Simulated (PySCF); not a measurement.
Compound: C5H11BO3.
Structure used (PBE0-D3(BJ)/def2-SVP), in Å, numbered top down from 1:
```xyz
20
C5H11BO3 angstrom
C     -2.851   -0.605   -0.506
C     -2.927    0.068    0.643
O     -1.918    0.537    1.417
B     -0.556    0.468    1.222
O      0.240    1.021    2.180
O     -0.021   -0.123    0.130
C      1.385   -0.157   -0.090
C      1.679   -1.370   -0.949
C      1.832    1.144   -0.730
H     -1.903   -0.862   -0.975
H     -3.784   -0.904   -0.988
H     -3.896    0.313    1.090
H     -0.286    1.385    2.898
H      1.891   -0.267    0.886
H      1.176   -1.280   -1.924
H      2.761   -1.470   -1.124
H      1.318   -2.286   -0.460
H      1.305    1.299   -1.684
H      1.617    1.994   -0.067
H      2.914    1.130   -0.928
```

All values: PBE0/pcSseg-1 (PySCF, non-relativistic), on one gas-phase PBE0-D3(BJ)/def2-SVP geometry that isn't relaxed in the solvent. The solvent is an IEF-PCM continuum (Bondi radii, 1.10 Å for H, scaled by 1.2). Specific hydrogen bonds and non-electrostatic terms are outside this model.

```csv
run,E − E(gas) (kJ/mol),HOMO (eV),HOMO–LUMO gap (eV),dipole (D)
gas,0.00,-6.85,7.48,0.71
P,-15.46,-6.99,7.50,0.82
Q,-21.73,-7.06,7.50,0.86
```

Task: The runs were made in chloroform and dimethylsulfoxide. Which run belongs to which solvent?

Result: P = chloroform, Q = dimethylsulfoxide. The dielectric constants are 4.711 (chloroform), 46.83 (dimethylsulfoxide), and the energy falls further as ε rises. In this model the ground state sees the solvent through ε alone.

Task: How constant is the ratio of the lowering to (ε − 1)/(2ε + 1)?

Result: 
| solvent | (ε − 1)/(2ε + 1) | E − E(gas) (kJ/mol) | ratio (kJ/mol) | polarisation term (kJ/mol) |
| --- | --- | --- | --- | --- |
| chloroform | 0.356 | -15.46 | -43.4 | -16.30 |
| dimethylsulfoxide | 0.484 | -21.73 | -44.9 | -23.50 |

The ratio changes by +3.4 % in size from chloroform to dimethylsulfoxide. The polarisation term is half the interaction of the solute with the induced surface charges.
